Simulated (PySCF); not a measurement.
Method: B3LYP-D3(BJ)/def2-TZVP in PySCF 2.14.0. Gas-phase values, no solvent. One relaxed conformer stands for a flexible species; it need not be the lowest. B3LYP has the VWN-RPA correlation part, as in Gaussian. 

Reference species (SMILES): `[SH][Al]([SH])[I]` (H–S–Al–I torsion 0°, I–Al–S–H torsion 0°) (neutral, multiplicity 1).

```
Property     Value
--------  --------
LUMO      -1.44 eV
HOMO      -7.57 eV
```

Changed species: `[I][Al]([I])[I]` (0 of 3 I replaced by SH; the reference has 2 of 3 I replaced by SH).

### Question
Give the shifts of the LUMO and HOMO.

### Answer
the LUMO drops by 0.77 eV, to -2.21 eV; the HOMO goes up by 0.10 eV, to -7.47 eV.
